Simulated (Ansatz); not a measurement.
Born–Oppenheimer molecular dynamics of BClFHO (5 atoms, charge 0, multiplicity 1). It starts from a relaxed structure.

Theory: RKS PBE-D4/6-31G* in Ansatz.

| Item | Value |
| --- | --- |
| ensemble | NVE (velocity Verlet) |
| time step | 1 fs |
| steps asked | 166 |
| starting velocities drawn for | 1500 K |
| seed | 121326 |

First frame:

```xyz
5
Properties=species:S:1:pos:R:3
B 0.030 -0.107 -0.076
F -0.037 -0.098 1.262
Cl 1.580 0.197 -0.864
O -1.063 -0.344 -0.847
H -1.851 -0.496 -0.287
```

(1) How far do the bonds stretch over the last three quarters of this one trajectory? (Pairs bonded in most of those frames.)

Results:

(1) 
```json
{"bond": "B1–F2", "mean (Å)": "1.347", "spread (Å)": "0.032", "shortest": "1.28", "longest": "1.42"}
{"bond": "B1–Cl3", "mean (Å)": "1.774", "spread (Å)": "0.060", "shortest": "1.68", "longest": "1.88"}
{"bond": "B1–O4", "mean (Å)": "1.364", "spread (Å)": "0.041", "shortest": "1.28", "longest": "1.47"}
{"bond": "O4–H5", "mean (Å)": "0.994", "spread (Å)": "0.058", "shortest": "0.90", "longest": "1.08"}
```

Mean temperature of the second half: 780 K. The conserved energy stayed within 4.7 meV per atom of its start (net change 4.7 meV per atom), so there is no drift, though single steps change it by up to 21 meV in the whole system, a sign of fast motions only just resolved. Over the second half the temperature averaged 0.52 of the 1500 K drawn at the start: a run that starts near a minimum puts about half its kinetic energy into the potential. A run of 0.17 ps of so small a system gives no equilibrium averages.

Time of the run: 3 min on 1 thread of Arm Neoverse V2 (shared host), peak memory 0.1 GiB.
